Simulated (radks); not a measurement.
Question: Radial electron density D(r) = 4 pi r^2 rho(r) of an atom or ion with 29 electrons. All-electron calculation, scalar-relativistic Kohn-Sham, PBEsol, spin-polarised, spherical densities, finite nucleus; Fermi nuclear charge, rms radius of each element as measured or else 0.836 A^(1/3) + 0.57 fm. Program: a radial shooting solver on a logarithmic mesh with Libxc functionals.

```
   r/bohr * D(r) (the largest magnitude, 45, reaches the edge; | marks zero)
 0.003444 |   *
 0.004485 |     *
 0.005793 |        *
 0.007543 |            *
 0.009822 |                  *
  0.01279 |                          *
  0.01652 |                                 *
  0.02151 |                                         *
  0.02801 |                                              *
  0.03618 |                                               *
  0.04712 |                                           *
  0.06135 |                                      *
  0.07925 |                                       *
   0.1032 |                                              *
   0.1344 |                                                      *
    0.175 |                                                    *
    0.226 |                                       *
   0.2943 |                            *
   0.3832 |                             *
    0.495 |                                  *
   0.6446 |                              *
   0.8394 |                  *
    1.084 |        *
    1.412 |  *
    1.838 |*
    2.394 |*
    3.092 *
    4.026 *
    5.243 *
```

What is the nuclear charge?

Answer: Z = 32. The innermost maximum, from 1s, lies near gamma/Z bohr with gamma = sqrt(1 - (Z/c)^2) = 0.972, here 0.0304 bohr (found: 0.0329), and its height grows with Z. The density is that of the germanium ion Ge3+ in [Ar] 3d10 4s1; the configuration itself is not fixed sharply by these data, and Z only to about a unit. D(r) has 3 maxima, at r = 0.0329, 0.148, 0.519 bohr, and minima at 0.0697, 0.327 bohr, inside which lie 2.09, 10.98 electrons.
